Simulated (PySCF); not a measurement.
C₂H₈ClNSi, SMILES CC[SiH](N)Cl. Coordinates come from a PBE-D3(BJ)/def2-SVP optimisation. Other conformers were not sampled.

Task: Give the equilibrium geometry at PBE-D3(BJ)/def2-SVP (PySCF confirms it by a frequency run) as Cartesian coordinates in Å. (An estimate is asked for; the answer gives what the named calculation found.)

Result: One answer among several that fit: 
```xyz
13

Si     0.0919    -0.3501     0.3187
N      0.8222    -1.5407    -0.7106
Cl     1.4002     1.1900     0.9359
C     -1.3214     0.4792    -0.6073
C     -2.4169    -0.4922    -1.0677
H     -0.3328    -1.0607     1.5692
H      1.4972    -2.1927    -0.3017
H      1.1434    -1.2461    -1.6377
H     -0.8734     1.0186    -1.4716
H     -1.7326     1.2743     0.0513
H     -3.2137     0.0278    -1.6380
H     -2.0010    -1.2912    -1.7141
H     -2.9027    -0.9946    -0.2056
```
Charge 0, spin multiplicity 1.
